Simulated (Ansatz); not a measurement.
Diatomic LiP-, multiplicity 4 (lowest of 2S+1 = 2, 4 at CCSD(T)/def2-TZVPP on PBE0 minima; our sources give no spin for the ground state, which may be another).

Seven points along R, fitted to fifth degree in 1/R; most abundant isotopes. Runs in def2 and cc sets follow the lowest solution found near the PBE0 minimum.

Run with Ansatz (a quantum-chemistry and plane-wave program) with Gaussian orbitals. Each number belongs to the level named beside it.

Energies at B3LYP/def2-TZVPP:

| R (Å) | E (hartree) |
|---|---|
| 2.278539 | -348.85457423 |
| 2.339790 | -348.85590135 |
| 2.396141 | -348.85656493 |
| 2.459842 | -348.85679546 |
| 2.523543 | -348.85658532 |
| 2.597044 | -348.85591840 |
| 2.682796 | -348.85471386 |

Task: With a reduced mass of 5.7203 u, find the minimum, the force constant and the constants.

Result: A fifth-degree polynomial in 1/R puts the minimum at r_e = 2.4588 Å with force constant 47.4 N/m. Then ω_e = (1/2πc)√(k/μ) = 375 cm⁻¹ and B_e = h/(8π²cμr_e²) = 0.4875 cm⁻¹; the cubic and quartic terms give α_e = 0.0078 and ω_e x_e = 4.3 cm⁻¹.
